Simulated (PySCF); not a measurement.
C4H12BN, singlet, geometry from GFN2-xTB; PySCF with HF/6-31G, polarisability.

Input for PySCF:
```python
from pyscf import gto, scf
from pyscf.prop import polarizability

mol = gto.Mole()
mol.atom = '''
    B    -0.328786    0.736434    1.757588
    H     0.289993    0.374395    2.684777
    H    -0.942115    1.734869    1.788837
    N    -0.354158   -0.036360    0.614268
    C    -1.082508    0.372430   -0.577636
    C    -0.389499    1.501823   -1.340075
    C     0.354515   -1.294627    0.491509
    C     1.574611   -1.219778   -0.427552
    H    -1.210171   -0.491619   -1.237225
    H    -2.077450    0.716463   -0.278761
    H    -0.987209    1.789356   -2.202174
    H    -0.272457    2.364687   -0.690166
    H     0.594979    1.197531   -1.684961
    H     0.681436   -1.591761    1.489086
    H    -0.333213   -2.064797    0.116792
    H     2.235512   -0.420020   -0.101727
    H     2.119907   -2.159970   -0.391591
    H     1.281109   -1.035881   -1.458180
'''
mol.basis = '6-31g'
mol.charge = 0
mol.spin = 0
mol.verbose = 3
mol.build()

mf = scf.RHF(mol)
mf.kernel()
alpha = mf.Polarizability().polarizability()[2, 2]
print('alpha_zz =', alpha)
```

**Question.** Predict the main parts of the log of this PySCF run.

**Answer.** 
```
site-packages/pyscf/prop/efg/rhf.py:45: UserWarning: Module EFG is under testing
  warnings.warn('Module EFG is under testing')
site-packages/pyscf/prop/efg/dhf.py:30: UserWarning: Module EFG is under testing
  warnings.warn('Module EFG is under testing')
site-packages/pyscf/prop/zfs/uhf.py:40: UserWarning: Module ZFS is under testing
  warnings.warn('Module ZFS is under testing')
site-packages/pyscf/prop/gtensor/uhf.py:43: UserWarning: Module g-tensor is under testing
  warnings.warn('Module g-tensor is under testing')
site-packages/pyscf/prop/gtensor/uks.py:41: UserWarning: Module g-tensor is under testing
  warnings.warn('Module g-tensor is under testing')
site-packages/pyscf/prop/hfc/uks.py:35: UserWarning: Module HFC is under testing
  warnings.warn('Module HFC is under testing')
site-packages/pyscf/prop/magnetizability/rhf.py:39: UserWarning: Module magnetizability is under testing
  warnings.warn('Module magnetizability is under testing')
site-packages/pyscf/prop/magnetizability/uhf.py:37: UserWarning: Module magnetizability is under testing
  warnings.warn('Module magnetizability is under testing')
site-packages/pyscf/prop/magnetizability/rks.py:37: UserWarning: Module magnetizability is under testing
  warnings.warn('Module magnetizability is under testing')
site-packages/pyscf/prop/magnetizability/uks.py:39: UserWarning: Module magnetizability is under testing
  warnings.warn('Module magnetizability is under testing')
site-packages/pyscf/prop/polarizability/uhf.py:34: UserWarning: Module polarizability is under testing
  warnings.warn('Module polarizability is under testing')
site-packages/pyscf/prop/polarizability/rks.py:29: UserWarning: Module polarizability is under testing
  warnings.warn('Module polarizability is under testing')
site-packages/pyscf/prop/polarizability/uks.py:29: UserWarning: Module polarizability is under testing
  warnings.warn('Module polarizability is under testing')
converged SCF energy = -237.512211857623
alpha_zz = 63.02337565300281
```
